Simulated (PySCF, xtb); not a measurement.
B(Me)3 cation (C3H9B), SMILES CB(C)C (connectivity only; charge and spin as stated), charge +1, multiplicity 2.

Harmonic wavenumbers (cm⁻¹) from GFN2-xTB in xtb 6.7.1 at its own minimum, in rising order: 42, 87, 113, 234, 311, 325, 670, 690, 696, 726, 790, 813, 832, 847, 1205, 1217, 1273, 1284, 1292, 1318, 1358, 1389, 1401, 1416, 2957, 2960, 2963, 2966, 2982, 2986, 2991, 3063, 3069.

Task: What does PBE0-D3(BJ)/def2-SVP run with PySCF give at its own minimum? (An estimate is asked for; the answer gives what the named calculation found.)

Result: 86, 141, 154, 257, 336, 350, 532, 572, 602, 631, 721, 812, 841, 867, 1105, 1178, 1242, 1267, 1302, 1364, 1369, 1393, 1410, 1425, 2989, 2994, 3033, 3118, 3122, 3126, 3161, 3233, 3240. Paired by order, the mean absolute difference is 64 cm⁻¹ and the zero-point energies are 67.6 and 68.6 kcal/mol.
